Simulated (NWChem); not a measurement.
# CH3FOPb, singlet; SMILES C[O][Pb][F]

```xyz
7

Pb     0.1472     0.4555     0.0000
F     -1.8648    -0.0267     0.0000
O      0.7733    -1.5419     0.0000
C     -0.0855    -2.6440     0.0000
H      0.0976    -3.2775    -0.8891
H      0.0976    -3.2775     0.8891
H     -1.1534    -2.3578     0.0000
```
Atoms are numbered in this order, from 1.

Computed with NWChem. Low-valent species are run as closed-shell singlets; no triplet was tried in these runs. The geometry was optimised at PBE0/def2-SVP. def2 effective core potentials on Pb; no spin-orbit coupling. Ions are spin-unrestricted doublets at the neutral geometry; other ion states weren't tried.

Estimate the computed values for LDA (Slater exchange, VWN5)/def2-SVP. Quantities: −ε(HOMO) (eV).


```
Item           Result
-------------  ------
−ε(HOMO) (eV)    6.05
```
